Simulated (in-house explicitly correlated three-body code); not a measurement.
Computed with an exponentially correlated three-body code. Model: two electrons around a point charge, non-relativistic, variational in 260 exponentially correlated functions (energies converged to about 1e-7 hartree, or 1e-8 relative for large Z), ground state as one setting changes.

Given: nuclear charge 8.

| Yukawa screening of all interactions (1/bohr) | ground energy (hartree) | binding of second electron (eV) | mean radius (bohr) | mean distance of electrons (bohr) | mean cosine of angle |
| --- | --- | --- | --- | --- | --- |
| 0.016 | -58.9169604 | 735.93 | 0.19677 | 0.29041 | -0.016588 |
| 0.04 | -58.5588737 | 731.38 | 0.19678 | 0.29041 | -0.016587 |
| 0.08 | -57.9656794 | 723.85 | 0.19679 | 0.29044 | -0.016586 |
| 0.16 | -56.7926948 | 708.96 | 0.19685 | 0.29053 | -0.016578 |
| 0.28 | -55.0660939 | 687.05 | 0.19702 | 0.29078 | -0.016559 |
| 0.4 | -53.3779874 | 665.64 | 0.19726 | 0.29115 | -0.016531 |
| 0.6 | ? | ? | ? | ? | ? |
| 0.8 | -48.0165527 | 597.69 | 0.19862 | 0.29324 | -0.016381 |
| 1.2 | ? | ? | ? | ? | ? |
| 1.6 | -38.4213359 | 476.35 | 0.20367 | 0.30098 | -0.015877 |
| 2 | -34.1388358 | 422.32 | 0.20733 | 0.30659 | -0.015545 |
| 2.4 | -30.1733315 | 372.37 | 0.21179 | 0.31344 | -0.01517 |
| 3.2 | -23.1292013 | 283.9 | 0.22343 | 0.33135 | -0.014298 |
| 4 | -17.1782424 | 209.49 | 0.23964 | 0.35638 | -0.013274 |
| 4.8 | -12.231164 | 147.99 | 0.26242 | 0.39169 | -0.012092 |
| 5.6 | -8.21347386 | 98.4 | 0.29553 | 0.44332 | -0.010734 |
| 6.4 | -5.06113207 | 59.867 | 0.34683 | 0.52377 | -0.0091653 |
| 7.2 | -2.71729077 | 31.597 | 0.43526 | 0.66341 | -0.0073381 |

Problem. What follows for Yukawa screening of all interactions = 0.6?

Solution. ground energy -50.6473168 hartree; binding of second electron 631.02 eV; mean radius 0.19784 bohr; mean distance of electrons 0.29204 bohr; mean cosine of angle -0.016466.

Problem. What follows for Yukawa screening of all interactions = 1.2?

Solution. ground energy -43.039836 hartree; binding of second electron 534.71 eV; mean radius 0.20077 bohr; mean distance of electrons 0.29653 bohr; mean cosine of angle -0.016158.
